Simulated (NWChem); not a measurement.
Molecule: CH2ClF; SMILES FCCl

```xyz
5

F      0.3892     1.5058     0.0000
C     -0.5715     0.5650     0.0000
Cl     0.1312    -1.0629     0.0000
H     -1.1851     0.6598     0.9078
H     -1.1851     0.6598    -0.9078
```
Atoms are numbered in this order, from 1.

All runs: NWChem. Geometry optimised at PBE0/def2-SVP; all other runs use it. Pople sets run with spherical d functions. Vzz has the sign of the potential's second derivative.

```json
[
 {"quantity": "vertical ionisation energy, ΔSCF (eV)", "level": "PBE0/def2-SVP", "value": "[?]"},
 {"quantity": "Vzz Cl3 (a.u.)", "level": "PBE/def2-SVP", "value": "3.470"},
 {"quantity": "cavity-dispersion-structure term (kcal/mol) in chloroform", "level": "B3LYP/def2-SVP, SMD", "value": "[?]"},
 {"quantity": "charge (e), Mulliken C2", "level": "Hartree-Fock/6-31G*", "value": "[?]"},
 {"quantity": "anisotropy (bohr³) at 589 nm", "level": "B3LYP/def2-TZVPD", "value": "10.2"},
 {"quantity": "dipole (D)", "level": "PBE0/def2-SVP", "value": "1.81"},
 {"quantity": "highest harmonic frequency (cm⁻¹)", "level": "PBE0/def2-SVP", "value": "3180"}
]
```

Problem. Fill in the missing entries.

Solution. 
- vertical ionisation energy, ΔSCF (eV), value: 11.51
- cavity-dispersion-structure term (kcal/mol) in chloroform, value: -0.7
- charge (e), Mulliken C2, value: 0.07
